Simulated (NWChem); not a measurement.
O=C=NBCl (CHBClNO), optimised at PBE-D3(BJ)/def2-SVP with NWChem:

```
Property                           Result
---------------------------------  ------
highest occupied level (eV)         -7.43
orbital gap (eV)                     4.68
dipole (D)                           0.49
highest harmonic frequency (cm⁻¹)    2599
zero-point energy (kcal/mol)         16.9
```

All stand in one matching conformer (torsions within 35°), which need not be the lowest.

**Question.** One Cl atom is replaced by F, giving B(F)N=C=O (CHBFNO), optimised at the same level. How do these values move?

**Answer.** 
```
quantity                           new value  change
---------------------------------  ---------  ------
highest occupied level (eV)            -7.58   -0.15
orbital gap (eV)                        5.31   +0.63
dipole (D)                              0.66   +0.17
highest harmonic frequency (cm⁻¹)       2587     -12
zero-point energy (kcal/mol)            17.8    +0.9
```
